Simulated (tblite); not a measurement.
Here is a computed GFN2-xTB geometry (Å):
```
atom  x, y, z in Å
C1    -3.0208   -0.8589    1.2499
C2    -2.7634   -0.8847   -0.0439
C3    -1.5911   -0.2339   -0.7108
N4    -0.6436    0.3030    0.2481
N5     0.3544    1.0935   -0.3801
C6     1.4911    0.3682   -0.8636
C7     2.8464    0.9942   -0.8352
C8     2.5485   -0.1629    0.0748
H9    -3.8838   -1.3510    1.6653
H10   -2.3846   -0.3308    1.9380
H11   -3.4218   -1.4084   -0.7253
H12   -1.1365   -0.9627   -1.4060
H13   -1.9407    0.6110   -1.3141
H14   -0.2312   -0.4613    0.7906
H15    0.6466    1.8038    0.2875
H16    1.2393   -0.2461   -1.7217
H17    2.9384    1.9746   -0.3920
H18    3.5025    0.8364   -1.6769
H19    3.0024   -1.1188   -0.1374
H20    2.4429    0.0456    1.1302
```

Charge 0, singlet.

Q: Read off the bonds between heavy atoms and their formal orders.

A: C1–C2 1.32 Å (double); C2–C3 1.50 Å (single); C3–N4 1.45 Å (single); N4–N5 1.42 Å (single); N5–C6 1.43 Å (single); C6–C7 1.49 Å (single); C7–C8 1.50 Å (single); C6–C8 1.51 Å (single). Bonds to hydrogen (Å): C1–H9 1.08; C1–H10 1.08; C2–H11 1.08; C3–H12 1.10; C3–H13 1.10; N4–H14 1.02; N5–H15 1.02; C6–H16 1.08; C7–H17 1.08; C7–H18 1.08; C8–H19 1.08; C8–H20 1.08.

Q: Give the structure as a SMILES string.

A: `C=CCNNC1CC1`, C6H12N2. Among its features: C=C double bond and cyclopropane ring.

Q: Name the point group.

A: C1 (no symmetry element, even within 0.4 Å).

Q: Which rings does it hold (smallest set)?

A: C6–C7–C8 (3 members).

Q: Describe the place of each heavy atom.

A: C1: terminal =CH2 carbon; C2: alkene CH carbon; C3: sp3 carbon bound to nitrogen; N4: hydrazine nitrogen; N5: hydrazine nitrogen; C6: sp3 carbon bound to nitrogen; C7/C8: three-membered-ring carbon.

Q: What is the arrangement about C1?

A: It has 3 neighbours (C2, H9, H10) and is planar (angles 121.7°, 121.4° and 116.9°, sum 360.0°, 0.01 Å off the plane of its three neighbours).

Q: What is the arrangement about N5?

A: It has 3 neighbours (N4, C6, H15) and is pyramidal (angles 115.2°, 110.3° and 107.5°, sum 332.9°, 0.39 Å off the plane of its three neighbours).
